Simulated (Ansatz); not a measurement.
`S[S][GeH3]` + `OB(O)O` → `OB(O)[O][GeH3]` + `SS`  (ligand exchange at a Ge–S bond)

Program: Ansatz. Geometries: PBE0-D4/def2-TZVP. ΔE: electronic, gas phase. CCSD(T)/CBS adds triple-zeta CCSD(T) − MP2 to the extrapolated MP2 energy (def2 sets, frozen cores). This one scheme is used for every species. Functionals use def2-TZVPP. B3LYP here is the variant with VWN-RPA as its local correlation; programs differ in this. For Ge outer-core shells are correlated without core-valence functions, which leaves a few kJ/mol of doubt a bond. Scalar relativity is left out up to krypton. One conformer a species, not always the lowest.

`S[S][GeH3]`:

```xyz
7

S     1.013    1.930   -0.519
S     0.557    0.131   -1.409
Ge   -0.220   -0.968    0.375
H    -0.180    2.534   -0.678
H    -1.471   -0.244    0.893
H    -0.567   -2.383   -0.115
H     0.869   -1.000    1.454
```

`OB(O)O`:

```xyz
7

O    -1.154   -0.449    0.578
B     0.000    0.000    0.000
O     0.449    1.263    0.262
O     0.705   -0.815   -0.840
H    -1.556    0.213    1.145
H     1.266    1.461   -0.200
H     0.290   -1.674   -0.944
```

`OB(O)[O][GeH3]`:

Z-matrix (Å, degrees):
```
Ge
O 1 1.793
H 1 1.534 2 108.9
H 1 1.534 2 108.9 3 122.1
H 1 1.533 2 103.8 3 -118.9
B 2 1.358 1 123.6 3 -61.0
O 6 1.370 2 121.1 1 -180.0
O 6 1.370 2 119.9 1 0.0
H 7 0.959 6 111.6 2 -0.0
H 8 0.959 6 112.5 2 -180.0
```

`SS`:

```xyz
4

S    -0.465   -0.346   -0.964
S    -0.254   -0.246    1.068
H    -0.366    0.968   -1.243
H     1.085   -0.376    1.139
```

CCSD(T)/CBS gives +18.6 kJ/mol.

Task: Another level gave +4.7 kJ/mol. Which?
A. HF/def2-TZVPP
B. PBE0/def2-TZVPP
C. CCSD/def2-TZVPP
D. B3LYP/def2-TZVPP

Result: A. HF/def2-TZVPP 4.7, PBE0 25.8, B3LYP 16.5, CCSD/def2-TZVPP 11.4 kJ/mol.

Largest T1 diagnostic among the species: 0.012.

In def2-TZVPP, CCSD(T) changes the Hartree–Fock value by +8.7 kJ/mol (the triples alone add +1.9 kJ/mol) and MP2 by +12.9 kJ/mol.
